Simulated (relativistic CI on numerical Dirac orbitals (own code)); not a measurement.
**Mn²⁺ in a cubic cluster: 2p photoemission with charge transfer**

Computed with a charge-transfer multiplet model of a cubic metal-ligand cluster with up to one ligand hole, Slater and spin-orbit integrals from Dirac-Coulomb-Breit ions, Slater integrals scaled by 0.8. The ground state mixes d5 with configurations of k ligand holes L, whose averages lie at kΔ + k(k − 1)U_dd/2; a core hole lowers each added d electron by U_cd. 300 K, Lorentzian 0.6 eV and Gaussian 0.8 eV FWHM.

Atomic integrals in eV (Slater integrals scaled, ζ unscaled), ground: F2dd 8.204, F4dd 5.095, zeta_d 0.037; with the core hole: F2dd 9.718, F4dd 6.082, zeta_d 0.060, zeta_core 6.788, F2cd 5.619, G1cd 4.209, G3cd 2.391.

Cluster parameters (eV): Δ = 4.2, U_dd = 7, U_cd = 8.6, 10Dq(ligand) = 1.3, V(eg) = 1.95, V(t2g) = -1.05, final-state hopping factor = 0.8.

| Case | n_d | d5 | d6L | S |
| --- | --- | --- | --- | --- |
| 10Dq = 0.1 eV | 5.17 | 0.83 | 0.17 | 2.50 |
| 10Dq = 0.7 eV | 5.16 | 0.84 | 0.16 | 2.50 |
| 10Dq = 1 eV | 5.16 | 0.84 | 0.16 | 2.50 |

Weights, n_d and S are thermal averages at 300 K. Binding energies count from the first peak over 30 % of the highest in each spectrum, which can be another peak from case to case. The parameters are a model scan and need not match a compound or its usual spin state. Peaks in eV (height, largest 100):
- 10Dq = 0.1 eV: 0.0 (100), 1.1 (89), 5.8 (53), 6.8 (42), 11.6 (54), 12.6 (52), 15.7 (12), 17.7 (23), 18.8 (24)
- 10Dq = 0.7 eV: 0.0 (100), 1.1 (92), 5.8 (53), 11.8 (54), 12.7 (53), 17.6 (22), 18.7 (24)
- 10Dq = 1 eV: 0.0 (100), 1.1 (94), 3.4 (28), 5.7 (53), 11.8 (54), 12.6 (53), 17.5 (22), 18.6 (24)

Curve for 10Dq = 0.7 eV (points under 2 left out, the grid thinned):

E (eV), Intensity and a bar:
```
     -3.6        2.1 
     -3.0        2.8 
     -2.4        4.2 #
     -1.8        7.0 ##
     -1.2       16.3 ####
     -0.6       55.7 ################
      0.0      100.0 ##############################
      0.6       88.5 ##########################
      1.2       92.3 ############################
      1.8       74.3 ######################
      2.4       45.7 #############
      3.0       29.5 ########
      3.7       26.7 ########
      4.3       22.6 ######
      4.9       28.2 ########
      5.5       49.3 ##############
      6.1       48.1 ##############
      6.7       43.1 #############
      7.3       36.8 ###########
      7.9       28.3 ########
      8.5       17.5 #####
      9.1       11.4 ###
      9.7       11.3 ###
     10.3       16.5 ####
     10.9       32.1 #########
     11.5       51.6 ###############
     12.1       52.2 ###############
     12.7       53.2 ################
     13.3       40.1 ############
     13.9       24.3 #######
     14.5       16.6 ####
     15.1       11.6 ###
     15.7       10.3 ###
     16.4       11.0 ###
     17.0       16.0 ####
     17.6       22.4 ######
     18.2       21.1 ######
     18.8       23.9 #######
     19.4       13.2 ###
     20.0        5.5 #
     20.6        3.4 
     21.2        3.0 
     21.8        3.4 
     22.4        3.3 
     23.0        2.1
```

For the case 10Dq = 0.7 eV, Δ = 4.2 eV is smaller than U_dd = 7 eV, the charge-transfer side of the Zaanen-Sawatzky-Allen scheme. With the core hole the average of the configuration with one ligand hole lies at Δ − U_cd = -4.4 eV before mixing: it lies below the unscreened one, so the lowest final states are mostly screened and the unscreened weight appears at higher binding energy as a satellite.

With at most 1 ligand hole the space is cut while the next configuration still counts, so covalency is underestimated, and a final configuration with one more ligand hole, which can lie low, is missing from the spectra.
